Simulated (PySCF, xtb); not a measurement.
silanone cation (H2OSi), SMILES O=[SiH2] (connectivity only; charge and spin as stated), charge +1, multiplicity 2.

Geometry: PBE-D3(BJ)/def2-TZVP. The multiplicity is an assumed one; other spin states were not compared.

The numbers are results of IEF-PCM-B3LYP/def2-TZVPD run with PySCF 2.14.0, not measurements.

The values are the electrostatic part of the solvation free energy, E(continuum) − E(gas) at the gas-phase geometry, in a cavity of scaled van der Waals radii (PySCF's table); cavitation and dispersion terms are not included.

| solvent | ε | ΔG(elec) (kcal/mol) |
|---|---|---|
| water | 78.36 | -67.1 |
| benzene | 2.27 | … |
| 1-octanol | 9.86 | -60.9 |

Q: Fill in the missing entries. (Estimate from the structure and the level; the computed values follow.)

A: 
- benzene, ΔG(elec) (kcal/mol): -37.7

For comparison, GFN2-xTB/ALPB(water) (xtb, at the GFN2-xTB geometry, all terms of that model) gives -63.9 kcal/mol.
